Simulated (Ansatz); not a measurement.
Cost and result for the atomization energy of ClGaH3OSi (`[SiH3][O][Ga][Cl]`) radical (7 atoms, 6 bonds).

Total charge 0; spin multiplicity 2. Correlated methods include outer-core shells of Ga, which these sets cover unevenly. Scalar relativity is left out up to krypton. Geometry: relaxed with PBE0-D4/def2-TZVP. It is one conformer, not always the lowest. Program: Ansatz. All runs use 4 threads of an Intel Xeon Platinum 8375C on a shared host. Times are those of one run each, without the atoms' runs, and a repeat can differ threefold. Electronic energies, without spin–orbit coupling; frozen cores. CCSD(T)/CBS adds CCSD(T) − MP2 in def2-TZVPP to the MP2 limit, and its time is that of the two runs behind it. T1 = 0.015; ⟨S²⟩ of the reference is 0.76. With those shells the extrapolation isn't a true limit.

CCSD(T)/CBS is a level of theory with its own doubt, some kJ/mol a heavy atom from the limit and from the frozen cores, so smaller differences don't rank the functionals.

```csv
level,functions,wall time
revPBE-D4/def2-TZVPP,205,1.9 s
BLYP-D4/def2-TZVPP,205,1.9 s
PBE-D4/def2-TZVPP (with forces),205,2.2 s
CAM-B3LYP-D4/def2-TZVPP,205,4.1 s
r2SCAN-D4/def2-TZVPP (with forces),205,4.5 s
B2PLYP/def2-TZVPP,205,4.5 s
r2SCANh-D4/def2-TZVPP,205,5.5 s
B97M-V/def2-TZVPP,205,7 s
CCSD(T)/def2-SVP,97,7 s
ωB97X-V/def2-TZVPP,205,7.5 s
MP2/def2-QZVPP,376,20 s
CCSD(T)/def2-TZVPP,205,2.2 min
CCSD(T)/CBS(def2),–,2.6 min
```

(1) What atomization energy does each give, and how far from CCSD(T)/CBS? (An estimate is asked.)

Results:

(1) Ansatz gave: 
```
                             level  atomization (kcal/mol)  difference from CCSD(T)/CBS  per bond
              revPBE-D4/def2-TZVPP                   494.0                        -14.2      -2.4
                BLYP-D4/def2-TZVPP                   499.8                         -8.4      -1.4
   PBE-D4/def2-TZVPP (with forces)                   506.7                         -1.5      -0.2
           CAM-B3LYP-D4/def2-TZVPP                   506.4                         -1.8      -0.3
r2SCAN-D4/def2-TZVPP (with forces)                   512.1                          3.9       0.7
                 B2PLYP/def2-TZVPP                   500.3                         -7.9      -1.3
             r2SCANh-D4/def2-TZVPP                   508.1                         -0.1       0.0
                 B97M-V/def2-TZVPP                   510.4                          2.2       0.4
                  CCSD(T)/def2-SVP                   469.8                        -38.4      -6.4
                ωB97X-V/def2-TZVPP                   510.5                          2.3       0.4
                    MP2/def2-QZVPP                   516.2                          8.0       1.3
                CCSD(T)/def2-TZVPP                   496.5                        -11.7      -2.0
                 CCSD(T)/CBS(def2)                   508.2                          0.0       0.0
```

From PBE to PBE0 (25 % exact exchange), in def2-TZVPP and without D4, the atomization energy moves by −6.4 kcal/mol: exact exchange takes away binding that semilocal exchange gives to molecules. Leaving LDA and LC-ωPBE aside and taking each functional with its dispersion term where it has one, the values, not all of them listed here, spread over 20.7 kcal/mol, from BHLYP-D4 to r2SCAN-D4. LDA lies +70.8 kcal/mol from PBE without D4, its usual overbinding. At CCSD(T), def2-SVP lies −38.4 kcal/mol from the extrapolated value and def2-TZVPP −11.8 kcal/mol: correlation converges slowly with the basis, and small sets miss more of it in the bonded molecule than in its fragments.
